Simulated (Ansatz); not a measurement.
Start from `CNCSS` and change one atom or group to get `CNC[AsH2]`.

Ansatz, PBE0-D4/def2-TZVP geometries, multiplicity 1. Each molecule was computed in one conformer, which needn't be the lowest.

Scalar relativity is left out up to krypton.

| property | `CNCSS` |
| --- | --- |
| HOMO–LUMO gap (B3LYP/def2-TZVPP) / eV | 5.66 |
| HOMO energy (B3LYP/def2-TZVPP) / eV | -6.38 |
| LUMO energy (PBE0/def2-TZVPP) / eV | -0.47 |
| HOMO–LUMO gap (PBE/def2-TZVPP) / eV | 3.86 |
| size of the dipole moment (ωB97M-V/def2-TZVPP) / D | 1.09 |
| size of the dipole moment (PBE/def2-TZVPP) / D | 1.22 |

**Question.** Give the same properties after the change, and the shifts. (An estimate is asked.)

**Answer.** The calculation gave: 
| property | `CNC[AsH2]` | shift |
| --- | --- | --- |
| HOMO–LUMO gap (B3LYP/def2-TZVPP) / eV | 6.47 | 0.81 |
| HOMO energy (B3LYP/def2-TZVPP) / eV | -6.34 | 0.04 |
| LUMO energy (PBE0/def2-TZVPP) / eV | 0.41 | 0.88 |
| HOMO–LUMO gap (PBE/def2-TZVPP) / eV | 4.75 | 0.89 |
| size of the dipole moment (ωB97M-V/def2-TZVPP) / D | 1.30 | 0.21 |
| size of the dipole moment (PBE/def2-TZVPP) / D | 1.32 | 0.10 |

Dipoles are sizes alone; their direction can turn.

B3LYP here is the variant with VWN-RPA as its local correlation; programs differ in this.
